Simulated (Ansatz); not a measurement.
`F[CH]([SiH3])[SnH3]` + `N[CH2][GeH3]` → `N[CH]([SiH3])[GeH3]` + `F[CH2][SnH3]`  (formal exchange of groups at the Si–C bond)

Computed with Ansatz on PBE0-D4/def2-TZVP structures; ΔE is electronic, products minus reactants. CBS: MP2 limit from def2 TZ/QZ plus the TZ coupled-cluster correction, frozen cores. DFT in def2-TZVPP. def2 core potentials past Kr. For Ge, Sn outer-core shells are correlated without core-valence functions, which leaves a few kJ/mol of doubt a bond. Scalar relativity is left out up to krypton. Each species was taken in one conformer, which may not be the lowest.

`F[CH]([SiH3])[SnH3]`:

Z-matrix (Å, degrees):
```
C
Si 1 1.886
Sn 1 2.179 2 114.0
F 1 1.403 2 110.1 3 121.6
H 1 1.096 2 110.1 3 -120.1
H 2 1.489 1 106.9 3 59.9
H 2 1.485 1 109.9 3 -58.7
H 2 1.486 1 111.5 3 179.8
H 3 1.708 1 109.0 2 -68.8
H 3 1.705 1 109.2 2 51.3
H 3 1.704 1 108.1 2 171.4
```

`N[CH2][GeH3]`:

Cartesian coordinates in Å:
```
N 0.301 0.303 1.475
C -0.022 0.735 0.124
Ge 0.008 -0.806 -1.095
H -0.404 -0.330 1.832
H 0.341 1.091 2.111
H -0.986 1.254 0.016
H 0.750 1.427 -0.222
H -0.919 -1.904 -0.536
H 1.431 -1.373 -1.216
H -0.501 -0.397 -2.490
```

`N[CH]([SiH3])[GeH3]`:

Z-matrix (Å, degrees):
```
C
Si 1 1.879
Ge 1 1.971 2 110.1
N 1 1.460 2 109.6 3 119.3
H 1 1.103 2 107.7 3 -115.3
H 2 1.488 1 109.7 3 67.4
H 2 1.486 1 111.1 3 -53.6
H 2 1.491 1 109.4 3 -173.4
H 3 1.536 1 110.7 2 52.6
H 3 1.539 1 110.3 2 -69.1
H 3 1.542 1 107.9 2 171.9
H 4 1.013 1 111.9 2 179.2
H 4 1.013 1 111.6 2 58.7
```

`F[CH2][SnH3]`:

Z-matrix (Å, degrees):
```
C
Sn 1 2.169
F 1 1.386 2 110.1
H 1 1.093 2 110.6 3 119.7
H 1 1.093 2 110.6 3 -119.7
H 2 1.709 1 108.5 3 180.0
H 2 1.705 1 109.3 3 -60.4
H 2 1.705 1 109.3 3 60.3
```

```csv
level,ΔE (kJ/mol)
PBE-D4,-4.3
MP2/def2-TZVPP,-8.7
```

Problem. What does CCSD(T)/CBS give? (Best estimate.)

Solution. The calculation gave: -6.1 kJ/mol. The listed levels differ from it by 1.8, -2.6 kJ/mol.

Largest T1 diagnostic among the species: 0.013.
